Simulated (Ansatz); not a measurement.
Several settings on one geometry of Ga₄P₄H₁₄, a cluster cut from wurtzite GaP (hydrogen-capped) (that of the charge 0 singlet, PBE-D4/def2-SVP). Ansatz on 2 threads of AMD EPYC 7R13 on a shared host and a share (18 GiB) of an NVIDIA H100 80GB HBM3; times are rough.

Cartesian coordinates in Å:
```
Ga -2.0302 -1.1654 -1.3703
P -1.8330 -1.0597 1.1025
Ga 2.0213 -1.1769 -1.3747
P -0.0017 -0.0045 -1.8926
P 1.8390 -1.0567 1.0986
Ga 0.0033 0.0053 2.1983
Ga 0.0033 2.3350 -1.3810
P -0.0006 2.1231 1.0930
H -1.9147 -2.7090 -1.6807
H -3.3009 -0.2788 -1.6728
H -1.9161 -2.3563 1.6996
H -3.0003 -0.4961 1.7061
H 1.8913 -2.7215 -1.6743
H 3.2973 -0.3028 -1.6908
H -0.0033 -0.0080 -3.3256
H 1.9317 -2.3495 1.7022
H 3.0069 -0.4842 1.6925
H 0.0048 0.0085 3.7707
H -1.3936 3.0014 -1.6922
H 1.4041 2.9950 -1.6884
H -1.0807 2.8469 1.6879
H 1.0723 2.8542 1.6920
```

Totals from different functionals, basis sets or treatments of relativity can't be compared as stabilities.

The 6-31G sets use Cartesian d functions. Correlated methods freeze no core orbitals; core or outer-core shells of Ga are correlated, in sets that lack core-valence functions.

The spins typed aren't always the lowest for that charge.

(1) Give the basis size and estimate the energy, ⟨S²⟩, dipole and time of these runs.

```csv
run,method,charge,state,further keys
1,UKS CAM-B3LYP-D3(BJ)-ATM/def2-mTZVPP,1,doublet,forces asked
2,RKS ωB97X-V/def2-TZVP,0,singlet,fitting: {mean_field: def2-universal-jkfit}; scf: {omitted_lower_state_checks: [starts]}; forces asked
3,RKS CAM-B3LYP-D3(BJ)-ATM/def2-TZVP,0,singlet,fitting: {mean_field: def2-universal-jkfit}; scf: {omitted_lower_state_checks: [starts]}; forces asked
4,"RHF, rpa/6-31G",0,singlet,electrons: all; scf: {omitted_lower_state_checks: [starts]}
```

Results:

(1) 
```csv
run,functions,energy (Eh),⟨S²⟩,dipole (D),wall time
1,322,-9073.5614,0.76,–,24 s
2,424,-9072.4871,–,4.64,7.5 s
3,424,-9073.9137,–,4.54,6.5 s
4,196,-9064.0256,–,–,4.7 s
```
